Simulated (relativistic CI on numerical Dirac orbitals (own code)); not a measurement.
## Pt XLVIII: q coefficients and field-shift factors

These numbers are calculated, not measured: Dirac-Coulomb-Breit CI, KLI orbitals optimised for each configuration, derivatives by finite differences, unscaled Slater integrals, QED left out (own radial code, finite nucleus).

CI space (outside the closed core [Ar] 3d10): 4s2.4p, 4s.4p2, 4s2.4d, 4p3, 4s.4p.4d, 4s2.4f, 4s.4p.4f, 4p.4d2. Levels of other configurations are missing.

With x = (α/α₀)² − 1 an excitation energy changes as ω = ω₀ + qx; K = 2q/ω₀ is the relative enhancement. Terms are leading LS components, so labels can repeat. The field-shift factor is F = δν/δ⟨r²⟩ for the transition from the lowest level.

Lowest level 4s2.4p 2P°_1/2.

| Level | ω₀ (cm⁻¹) | q (cm⁻¹) | F (GHz/fm²) |
| --- | --- | --- | --- |
| 4s.4p2 4P_1/2 | 887400 | 181400 | -3130 |
| 4s2.4p 2P°_3/2 | 1046830 | 1.305e+06 | -263 |
| 4s.4p2 4P_3/2 | 1807806 | 1.463e+06 | -3350 |
| 4s.4p2 2D_5/2 | 1888241 | 1.47e+06 | -3330 |
| 4s.4p2 2D_3/2 | 2004955 | 1.468e+06 | -3230 |
| 4s.4p2 2P_1/2 | 2031150 | 1.455e+06 | -3370 |
| 4s2.4d 2D_3/2 | 2487984 | 1.383e+06 | -395 |
| 4s2.4d 2D_5/2 | 2677551 | 1.718e+06 | -591 |
| 4p3 2P°_3/2 | 2866555 | 1.637e+06 | -6310 |
| 4s.4p2 4P_5/2 | 2931053 | 2.637e+06 | -3270 |
| 4s.4p2 2S_1/2 | 3074407 | 2.759e+06 | -3600 |
| 4s.4p2 2P_3/2 | 3112683 | 2.746e+06 | -3570 |
| 4s.4p.4d 4F°_3/2 | 3156332 | 1.527e+06 | -3380 |
| 4s.4p.4d 4F°_5/2 | 3224211 | 1.551e+06 | -3370 |
| 4s.4p.4d 4D°_1/2 | 3348586 | 1.553e+06 | -3360 |
| 4s.4p.4d 4D°_3/2 | 3360068 | 1.571e+06 | -3410 |
| 4s.4p.4d 4P°_5/2 | 3451909 | 1.763e+06 | -3360 |
| 4s.4p.4d 4F°_7/2 | 3501511 | 1.784e+06 | -3320 |
| 4s.4p.4d 2F°_5/2 | 3557087 | 1.816e+06 | -3490 |
| 4s.4p.4d 2D°_3/2 | 3568962 | 1.869e+06 | -3760 |
| 4p3 2D°_5/2 | 3905519 | 2.87e+06 | -6300 |
| 4p3 4S°_3/2 | 3906059 | 2.829e+06 | -6410 |
| 4p3 2P°_1/2 | 3963893 | 2.934e+06 | -6560 |

At this charge energies of transitions that change n are usually good to better than 1 %, and those within a shell (Δn = 0) to a few per cent.

**Question.** Which transition from the lowest level has the largest |K|?

**Answer.** 4s2.4p 2P°_3/2 at 1046830 cm⁻¹, K = 2.49.
